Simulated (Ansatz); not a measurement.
Computed with Ansatz.

A structure relaxed at PBE0-D4/def2-TZVP, charge 0, multiplicity 1:

```
atom    x (Å)    y (Å)    z (Å)
  C1   1.4488   0.1297   0.4846
  B2   0.5466  -1.0696   0.0281
  O3   1.1387  -2.2849  -0.1297
  S4  -1.2450  -0.9636  -0.2806
  C5  -1.6242   0.7993  -0.0106
  O6  -1.5500   1.5829  -1.1592
  H7   1.2712   1.0563  -0.0667
  H8   2.5043  -0.1305   0.3839
  H9   1.2672   0.3581   1.5406
 H10   0.5393  -2.9905  -0.3879
 H11  -2.6590   0.8355   0.3282
 H12  -0.9756   1.1616   0.7915
 H13  -0.6622   1.5156  -1.5221
```

Problem. Give its formula and SMILES.

Solution. C2H7BO2S, `CB(O)SCO`.

Problem. Point group (tolerance 0.08 Å, 0.16 Å for H)?

Solution. C1.

Problem. Summarise the bond lengths by kind.

Solution. 1 × B–C 1.569 Å; 5 × C–H 1.089 to 1.096 Å; 1 × B–O 1.361 Å; 1 × B–S 1.821 Å; 2 × H–O 0.961 Å; 1 × C–S 1.823 Å; 1 × C–O 1.392 Å.
